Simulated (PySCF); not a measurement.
CLiN, SMILES [Li][C][N] (connectivity only; charge and spin as stated), neutral, multiplicity 1.

Geometry: B3LYP-D3(BJ)/def2-TZVPD.

Calculation: B3LYP-D3(BJ)/def2-TZVPD run with PySCF.

Harmonic, unscaled wavenumbers; measured fundamentals usually lie a few per cent lower.

Modes within 1.5 cm⁻¹ of each other (mostly degenerate sets) share a row, with their intensities summed.

```tsv
mode	ν (cm⁻¹)	IR (km/mol)	Raman (Å⁴/amu)	depolarisation	moving atoms (share of kinetic energy)
1–2	172	67.9	6.0	0.75	C 63 %, N 21 %, Li 16 %
3	638	128.1	11.3	0.09	Li 79 %, N 13 %
4	2237	9.8	64.2	0.11	C 56 %, N 44 %
```
